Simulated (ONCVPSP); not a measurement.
## Transferability test, ONCV potential for Sb

```
Element                 : Sb
Generator               : ONCVPSP 4.0.1
Type                    : optimised norm-conserving Vanderbilt (ONCV)
Functional              : LDA (Perdew-Zunger)
Relativity              : scalar-relativistic
Frozen core             : [Kr] 4d10
Valence charge          : 5
Reference configuration : 5s2 5p2.5 (charge +0.5)
Partial waves           : 5s: rc 1.95 bohr, ncon 3, nbas 7, qcut 3.8 1/bohr, 2 projectors, debl 3.7 Ha; 5p: rc 2.10 bohr, ncon 4, nbas 7, qcut 3.1 1/bohr, 2 projectors, debl 3.2 Ha
Local potential         : polynomial inside 1.65 bohr (lpopt 5, dvloc0 0 Ha)
Core correction         : Teter function, fcfact 3, rcfact 1.05
```

Energies are relative to the spin-unpolarised reference configuration 5s2 5p2.5; without spin polarisation the order of configurations can differ from experiment.

| valence configuration | charge | ΔE all-electron (eV) | error AE − PS (meV) |
| --- | --- | --- | --- |
| 5s2 5p2 | +1 | 5.166 | -0.1 |
| 5s2 5p0 | +3 | 46.204 | +63 |

(1) What are ΔE and the potential's error for 5s2 5p3?

(2) What are ΔE and the potential's error for 5s2 5p1?

Note: no bound ghost flagged; GHOST(+) flagged for s at 45.9 eV, p at 125.8 eV.

Results:

(1) ΔE = -3.355 eV all-electron; the error (AE − PS) is +1.6 meV.

(2) ΔE = 21.419 eV all-electron; the error (AE − PS) is +11 meV.
